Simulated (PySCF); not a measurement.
Stepwise substitution at one centre (Sn NH2-OCH3). Isolated molecules, 0 K electronic values unless said otherwise. One relaxed conformer stands for each flexible species; it need not be the lowest. Strings in code marks are SMILES. In the def2 sets, heavy atoms carry core potentials. All members: neutral, multiplicity 1. Level: B3LYP-D3(BJ)/def2-TZVP // PBE0-D4/def2-SVP (PySCF), beside PBE-D3(BJ)/def2-TZVP // PBE0-D4/def2-SVP (PySCF) at the same geometries. B3LYP has the VWN-RPA correlation part, as in Gaussian.  Orbital energies are measured against the vacuum level.

| species | HOMO, PBE (eV) | HOMO, B3LYP-D3(BJ) (eV) |
|---|---|---|
| `C[O][Sn]([O]C)([O]C)[O]C` | -6.34 | -7.71 |
| `C[O][Sn]([NH2])([O]C)[O]C` | -6.14 | -7.48 |
| `C[O][Sn]([NH2])([NH2])[O]C` | -5.98 | withheld |
| `C[O][Sn]([NH2])([NH2])[NH2]` | -5.76 | -7.08 |
| `[NH2][Sn]([NH2])([NH2])[NH2]` | -5.70 | -6.89 |

Task: Fit y = a + b·x, y being the HOMO at the first level, to the 4 complete rows by least squares, with x = the PBE value in eV. Give a, b and the rms residual, and predict the withheld value.

Result: Means of the 4 rows: x̄ = -5.985, ȳ = -7.29 eV. Σ(x − x̄)² = 0.2819 and Σ(x − x̄)(y − ȳ) = 0.3398, so b = 1.205 and a = ȳ − b·x̄ = -0.078 eV. The rms residual is 0.042 eV. At x = -5.98 the line gives -7.28 eV. The run for `C[O][Sn]([NH2])([NH2])[O]C` gave -7.28 eV, so the line is off by 0.00 eV, within twice the rms residual.

Codes: PySCF.
